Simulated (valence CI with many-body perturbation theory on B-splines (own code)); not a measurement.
The numbers below are computed, except where a source is named.
**From CI to CI+MBPT in Sb II**

Method: valence CI with perturbative core correlation (CI+MBPT): four valence electrons over a frozen Dirac-Fock core [Kr] 4d10, a basis of 11 s, 11 p, 9 d, 7 f, 5 g, 2 h, 1 i functions for each j, with the one-electron correlation potential Σ1, the two-electron term Σ2, the three-electron term Σ3, Breit, model QED; selected CI, second order for the rest, scaled by the run's own slope (own B-spline code, finite nucleus).

Set against measurement, 27 paired levels are off by 122 cm⁻¹ on average, the worst by 285. These come from a selection out of the NIST Handbook of Basic Atomic Spectroscopic Data. Levels without a partner in it may be off by more. Among the levels kept, up to 400 cm⁻¹ of a level comes from second order outside the variational space, and about a tenth of that is noise between levels of different J, which matters for small intervals.

Each rung adds one term. CI alone is the Dirac-Coulomb CI over the frozen core; QED comes last and gives the full result, which names the levels. Energies are above 5s2 5p2 3P_0 on the same rung, in cm⁻¹. A blank means that the level has no clear partner on that rung.

Names give the largest LS component (configuration and term), which can be under half, so a name can repeat, a term be missing and a line seem to break the LS rules; names also repeat where a configuration has a term twice.

| Level | CI alone |
| --- | --- |
| 5s2 5p2 3P_1 | 2693 |
| 5s2 5p2 3P_2 | 5157 |
| 5s2 5p2 1D_2 | 12069 |
| 5s2 5p2 1S_0 | 23068 |
| 5s 5p3 5S°_2 | 45804 |
| 5s 5p3 3D°_1 | 61199 |
| 5s 5p3 3D°_2 | 61408 |
| 5s 5p3 3D°_3 | 62641 |
| 5s2 5p 6s 3P°_0 | 66983 |
| 5s2 5p 6s 3P°_1 | 67422 |
| 5s2 5p 5d 1D°_2 | 68249 |
| 5s 5p3 3P°_0 | 71804 |
| 5s2 5p 5d 3F°_3 | 74035 |
| 5s2 5p 5d 3F°_4 | 77088 |
| 5s2 5p 6p 3D_1 | 81205 |
| 5s2 5p 5d 3D°_1 | 82921 |

(1) What do these energies become with core correlation, Breit and QED?

(2) How does the ionisation energy move along the ladder, and which term matters most?

Results:

(1) 5s2 5p2 3P_1 3060 (+367); 5s2 5p2 3P_2 5650 (+494); 5s2 5p2 1D_2 12730 (+661); 5s2 5p2 1S_0 23798 (+729); 5s 5p3 5S°_2 51440 (+5637); 5s 5p3 3D°_1 66008 (+4809); 5s 5p3 3D°_2 66217 (+4809); 5s 5p3 3D°_3 67604 (+4963); 5s2 5p 6s 3P°_0 69284 (+2301); 5s2 5p 6s 3P°_1 69687 (+2265); 5s2 5p 5d 1D°_2 72248 (+3998); 5s 5p3 3P°_0 76573 (+4769); 5s2 5p 5d 3F°_3 77649 (+3614); 5s2 5p 5d 3F°_4 81081 (+3994); 5s2 5p 6p 3D_1 83791 (+2586); 5s2 5p 5d 3D°_1 85168 (+2246).

(2) CI alone 16.288, + Σ1 16.980, + Σ2 16.670, + Σ3 16.671, + Breit 16.661, + QED 16.664 eV. The largest step is Σ1, 0.692 eV. NIST lists 16.626 ± 0.025 eV (measured).
